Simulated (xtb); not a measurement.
C₂₄H₃₀OSi₂, SMILES c1cc(cc2CCc21)C=C[Si](O[Si](C)(C)C=Cc1cc2CCc2cc1)(C)C. All values are semi-empirical tight-binding results from xtb (GFN2-xTB unless named), good for trends rather than for accurate numbers. The structure is a stationary point at GFN2-xTB. One conformer was computed; it need not be the lowest.

```yaml
orbital_gap: 3.24 eV
dipole_moment: 0.04 D
zero_point_energy: 289.2 kcal/mol
G − E(el) at 298.15 K (modified RRHO): 249.4 kcal/mol
static polarisability (D4 model): 315.3 bohr³
solvation energy, GFN2-xTB/ALPB(water): -3.5 kcal/mol
solvation energy, GFN2-xTB/ALPB(dmso): -21.2 kcal/mol
```
